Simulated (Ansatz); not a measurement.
K4H4⁺, relaxed as a doublet with UKS PBE-D4/def2-SVP in Ansatz, starting from the GFN1-xTB geometry. Force threshold 0.02 eV/Å.

The structure comes from a short search, and lower isomers may exist.

Start:

```xyz
8

K    -1.479    0.120   -0.754
K     2.396    0.689   -0.530
K     1.991   -3.106   -0.393
K     0.799   -0.708    2.344
H     0.262    1.244    0.779
H    -3.590    1.233   -1.540
H    -3.342    1.728   -0.993
H     2.962   -1.200    1.087
```

(1) Estimate the energy that the relaxation releases and the steps that it takes.

(2) Does the start keep its bonding and symmetry?

(3) Predict the relaxed structure.

## Answers

(1) 8.8 kcal/mol, in 7 steps; 28 s on 4 threads of Intel Xeon on a shared host. The force fell under the threshold at step 5, but the optimiser went on. No frequencies were taken in this run, so the end may be a saddle point.

(2) Bonds lost: K1–H6, K1–H7 (atoms count from 1). The end holds 2 separate pieces.

(3) 
```xyz
8

K    -1.391   -0.184   -0.846
K     2.726    0.932   -0.338
K     2.098   -3.308   -0.432
K     1.049   -0.542    2.682
H     0.356    0.952    0.692
H    -3.990    1.458   -1.627
H    -3.699    1.961   -1.123
H     2.850   -1.269    0.993
```
Bond lengths (bridged metal pairs left out): 1 × K–K 4.70 Å; 6 × H–K 2.57 to 2.60 Å.
